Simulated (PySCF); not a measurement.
CH₅BO₃ (SMILES COB(O)O), singlet, at a GFN2-xTB geometry. Base run: CCSD(T)/cc-pVDZ in PySCF.

Input for PySCF:
```python
from pyscf import gto, scf, cc

mol = gto.Mole()
mol.atom = '''
    B     0.01418998    0.02814444    0.50381150
    O    -0.21440423   -0.55518038    1.71404321
    H    -0.00020355   -0.03296419    2.48579483
    O     0.52346110    1.29534987    0.35617885
    H     0.71294341    1.77494457    1.16047888
    O    -0.29856168   -0.71619977   -0.57514783
    C    -0.11128416   -0.26471109   -1.89907019
    H     0.74936553   -0.78025390   -2.33212961
    H    -1.00790193   -0.51803087   -2.46717458
    H     0.05859022    0.81209099   -1.93219955
'''
mol.basis = 'cc-pvdz'
mol.verbose = 4
mol.max_memory = 1800
mol.build()

mf = scf.RHF(mol)
mf.kernel()

mycc = cc.CCSD(mf, frozen=5)
mycc.kernel()
et = mycc.ccsd_t()
print('E(CCSD(T)) = %.10f' % (mycc.e_tot + et))
```

Variants of this job, named by their change:

| change | ΔE vs base (kcal/mol) | MP2 correlation (Eh) | CC correlation without the perturbative part (Eh) | basis functions | core-seconds (rough) |
|---|---|---|---|---|---|
| base | 0.000 | -0.77743 | -0.81036 | 95 | 40 |
| method = mp2 | ___ | -0.77743 | - | 95 | 3 |
| method = cisd | 89.2 | - | - | 95 | 20 |
| method = ccsd | 12.06 | -0.77743 | -0.81036 | 95 | 20 |

What belongs in the gaps?


- method = mp2, ΔE vs base (kcal/mol): 32.73
